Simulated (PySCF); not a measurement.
## Circular dichroism: `C[C@@H](F)C[C@H](F)C#N`, C₅H₇F₂N

Geometry:
| atom | x (Å) | y (Å) | z (Å) |
| --- | --- | --- | --- |
| C1 | -2.093 | -0.476 | 0.557 |
| C2 | -0.962 | 0.379 | 0.011 |
| F3 | -0.872 | 1.538 | 0.766 |
| C4 | 0.390 | -0.331 | 0.076 |
| C5 | 1.489 | 0.511 | -0.580 |
| F6 | 1.270 | 0.576 | -1.942 |
| C7 | 2.798 | -0.067 | -0.326 |
| N8 | 3.818 | -0.535 | -0.114 |
| H9 | -2.226 | -1.357 | -0.065 |
| H10 | -1.868 | -0.786 | 1.575 |
| H11 | -3.017 | 0.096 | 0.563 |
| H12 | -1.176 | 0.710 | -1.014 |
| H13 | 0.657 | -0.507 | 1.120 |
| H14 | 0.319 | -1.289 | -0.442 |
| H15 | 1.470 | 1.546 | -0.207 |

Level of theory: PySCF 2.14.0, TDDFT wB97X-D/def2-SVPD circular dichroism and optical rotation, one conformer, gas phase. Geometry: GFN2-xTB.

The molecule is flexible and this is one conformer; a measurement averages over conformers.

Question: Assign R or S to each stereocentre.

Answer: C2 R, C5 S.

Question: Which excitations and rotatory strengths does the calculation give?

Answer: Rotatory strengths R in 10⁻⁴⁰ esu² cm², velocity form and length form (origin at the centre of mass); f in length form.
```tsv
state	E (eV)	λ (nm)	f	R (velocity)	R (length)	main
1	7.38	168	0.0009	-3.1	-3.2	HOMO→LUMO 0.65, HOMO−2→LUMO 0.12
2	8.11	153	0.003	0.0	0.0	HOMO−3→LUMO 0.25, HOMO→LUMO+2 0.22
3	8.45	147	0.001	-0.6	-0.6	HOMO−3→LUMO+2 0.37, HOMO−2→LUMO+2 0.26
4	8.73	142	0.010	-6.2	-6.0	HOMO−4→LUMO 0.48, HOMO−3→LUMO 0.21
5	9.15	136	0.004	+6.6	+5.3	HOMO−5→LUMO 0.38, HOMO−1→LUMO 0.32
6	9.42	132	0.002	-10.3	-9.8	HOMO−1→LUMO 0.25, HOMO−4→LUMO 0.17
7	9.54	130	0.016	+18.3	+17.9	HOMO−4→LUMO+2 0.45, HOMO−4→LUMO+1 0.12
8	9.58	129	0.036	-2.8	-2.9	HOMO→LUMO+1 0.31, HOMO→LUMO+3 0.28
```

Among the states computed, the strongest CD band (largest |R|) is state 7. The largest dissymmetry factor in size, g = 4R/(D+G), with D and G the electric and magnetic dipole strengths, is -0.057 for state 6 (velocity form, f = 0.003), among bands with |R| over 0.5. The mirror image has the same energies and oscillator strengths and all R with the opposite sign.
